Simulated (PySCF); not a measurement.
C3H2F3, SMILES F[C](C(F)=C)F, multiplicity 2.

Coordinates come from a B3LYP-D3(BJ)/def2-SVP optimisation. The isomer is the one that the SMILES or the coordinates give; other isomers of the formula were not compared. One conformer was computed; it need not be the lowest.

All values below come from TDA-PBE0/def2-SVPD (PySCF).

Vertical excitations. Isolated molecule, no solvent.

Computed excitation energies, oscillator strengths and character:
```tsv
state	energy (eV)	λ (nm)	f	main pairs
root 1	3.99	310	0.014	α HOMO→LUMO+1 27 %, β HOMO→LUMO 72 %
root 2	5.14	241	0.000	α HOMO→LUMO 95 %
root 3	5.76	215	0.001	α HOMO→LUMO+2 62 %, α HOMO→LUMO+3 28 %
root 4	6.24	199	0.014	α HOMO→LUMO+3 63 %, α HOMO→LUMO+2 32 %
root 5	6.38	194	0.420	α HOMO→LUMO+1 62 %, β HOMO→LUMO 21 %, β HOMO→LUMO+4 7 %
root 6	7.14	174	0.000	α HOMO→LUMO+4 85 %, β HOMO−2→LUMO 8 %
root 7	7.20	172	0.070	α HOMO−1→LUMO+1 44 %, β HOMO→LUMO+4 42 %
root 8	7.26	171	0.000	β HOMO−1→LUMO 93 %
root 9	7.35	169	0.008	β HOMO→LUMO+1 70 %, β HOMO→LUMO+2 13 %
root 10	7.44	167	0.000	α HOMO→LUMO+4 7 %, β HOMO−2→LUMO 85 %
```
Unrestricted roots are not spin-pure.
